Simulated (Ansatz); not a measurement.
Consider the hydrogenolysis of the Al–Si bond: `[NH2][Al]([OH])[SiH2]Cl` + H₂ → `[NH2][AlH][OH]` + `[SiH3]Cl`.

Gas-phase electronic energies from Ansatz, PBE0-D4/def2-TZVP geometries. CCSD(T)/CBS adds triple-zeta CCSD(T) − MP2 to the extrapolated MP2 energy (def2 sets, frozen cores). This one scheme is used for every species. DFT in def2-TZVPP. B3LYP here is the variant with VWN-RPA as its local correlation; programs differ in this. One conformer a species, not always the lowest.

CCSD(T)/CBS gives -3.0 kcal/mol.

Q: Another level gave -5.4 kcal/mol. Which?
A. PBE0-D4/def2-TZVPP
B. HF/def2-TZVPP
C. ωB97X-V/def2-TZVPP
D. B3LYP/def2-TZVPP

A: D. B3LYP -5.4, ωB97X-V -3.6, PBE0-D4 -1.0, HF/def2-TZVPP -10.4 kcal/mol.

Largest T1 diagnostic among the species: 0.011.

From PBE to PBE0 (25 % exact exchange), in def2-TZVPP and without D4, ΔE moves by −1.5 kcal/mol. The D4 term adds +2.6 kcal/mol with B3LYP and +1.5 kcal/mol with PBE0; it sums over pairs of atoms, weighted by their polarisabilities, and B3LYP, whose exchange is more repulsive, gets the larger term. In def2-TZVPP, CCSD(T) changes the Hartree–Fock value by +6.8 kcal/mol (the triples alone add +1.2 kcal/mol) and MP2 by +6.5 kcal/mol.
